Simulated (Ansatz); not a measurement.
Start from `C[CH2][SbH2]` and change one atom or group to get `CC[SiH3]`.

Ansatz, PBE0-D4/def2-TZVP geometries, multiplicity 1. 

Elements past krypton have def2 core potentials.  Spin–orbit coupling is left out; it splits and shifts lone-pair levels of the heavy atoms by tenths of an eV.

```tsv
property	`C[CH2][SbH2]`
HOMO energy (PBE/def2-TZVPP) / eV	-5.89
HOMO energy (B3LYP/def2-TZVPP) / eV	-6.74
zero-point energy (PBE0-D4/def2-TZVP) / kJ/mol	206.4
HOMO–LUMO gap (B3LYP/def2-TZVPP) / eV	6.30
HOMO energy (ωB97M-V/def2-TZVPP) / eV	-8.99
HOMO energy (PBE0/def2-TZVPP) / eV	-6.90
```

What does the change do to each property? (An estimate is asked.)

The calculation gave: 
```
                                      property  `CC[SiH3]`  shift
             HOMO energy (PBE/def2-TZVPP) / eV       -7.24  -1.35
           HOMO energy (B3LYP/def2-TZVPP) / eV       -8.32  -1.58
zero-point energy (PBE0-D4/def2-TZVP) / kJ/mol       235.8   29.4
         HOMO–LUMO gap (B3LYP/def2-TZVPP) / eV        8.76   2.46
         HOMO energy (ωB97M-V/def2-TZVPP) / eV      -10.77  -1.78
            HOMO energy (PBE0/def2-TZVPP) / eV       -8.52  -1.62
```

With PBE0 the HOMO falls by 1.62 eV and the LUMO rises by 0.90 eV, so the gap widens by about 2.52 eV. PBE moves the HOMO by -1.35 eV and ωB97M-V by -1.78 eV. The zero-point energy changes by 29.4 kJ/mol with +3 modes.

B3LYP here is the variant with VWN-RPA as its local correlation; programs differ in this.
